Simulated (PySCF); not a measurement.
## Energy of Ru+ (ruthenium, charge +1) between two integer charges

The 4d beta orbital of [Kr] 4d7 is emptied in steps (occupation f), with all orbitals relaxed, ending at [Kr] 4d6. Computed with PySCF 2.14 in def2-TZVP with the def2 core potential (28 electrons) (6s4p3d1f, 40 functions), with a scalar-relativistic core potential. The exact energy is a straight line in f; departures are measured from the line between the end points of the same method.

Task: Among PBE0, r2SCAN, LC-wPBE, which shows the largest delocalisation error (convex curve), and which is closest to linear?

Result: Most convex: r2SCAN (-1.198 eV at f = 0.4); closest to linear: LC-wPBE (-0.188 eV).

| f | PBE0 (eV) | r2SCAN (eV) | LC-wPBE (eV) |
| --- | --- | --- | --- |
| 1 | 0.000 | 0.000 | 0.000 |
| 0.8 | -0.583 | -0.796 | -0.122 |
| 0.6 | -0.878 | -1.197 | -0.186 |
| 0.4 | -0.881 | -1.198 | -0.188 |
| 0.2 | -0.589 | -0.798 | -0.126 |
| 0 | 0.000 | 0.000 | 0.000 |

```
 method  E(f=0) − E(f=1) (eV)  −ε at f=1 (eV)  −ε at f=0.4 (eV)
   PBE0                16.771          13.151            17.492
 r2SCAN                16.667          11.709            17.667
LC-wPBE                16.665          15.918            16.811
```

Reference removal energy between the ground levels: 16.76 ± 0.06 eV (semi-empirical (NIST evaluation); NIST Atomic Spectra Database, ionization energies). The calculation has no spin-orbit coupling. The determinant left behind need not be the lowest term of the ion.
